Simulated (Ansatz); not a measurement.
Input for Ansatz (development build ahead of 0.2.0):

```yaml
crystal:
  periodic: [false, false, false]
  atoms:
    - { symbol: Al, position_ang: [0.0, 0.0, 0.0] }
    - { symbol: Si, position_ang: [3.1589, 0.0, 1.1498] }
    - { symbol: Si, position_ang: [-1.5795, 2.7357, 1.1498] }
    - { symbol: Si, position_ang: [-1.5795, -2.7357, 1.1498] }
basis:
  gaussian: { orbitals: pcseg-2 }
magnetization:
  spin_polarized: true
  initial_magnetization: 1
hamiltonian:
  xc: r2scan
```

The input is written out in the form of the current development build from the run's settings.

The run gave:

```yaml
Converged: yes
Total_energy: -1110.47696 hartree
Spin_squared_of_the_determinant: 3.112
Stability_test: minimum
```

Caution: the unrestricted determinant is a mixture of spin states.
